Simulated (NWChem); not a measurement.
Molecule: CH₄N, doublet; SMILES [NH]C

Computed with NWChem. Spin-unrestricted. In the optimisation the excess spin sits in a" (Cs, its own frame). Coordinates come from a B3LYP/6-31G* (spherical d), spin-unrestricted optimisation. No stability test was run on the SCF state. B3LYP is NWChem's, with the RPA form of VWN correlation. Level: B3LYP/def2-SVP with SMD (1 M gas to 1 M solution), gas-phase geometry. Reactions with the solvent are ignored.

Problem. Among these, which solvent gives the lowest value of “dipole in solution (D)”?
(A) anisole
(B) cyclohexanone
(C) water
(D) dimethyl sulfoxide

Solution. A, anisole. Values: anisole 2.29; cyclohexanone 2.38; dimethyl sulfoxide 2.41; water 2.41
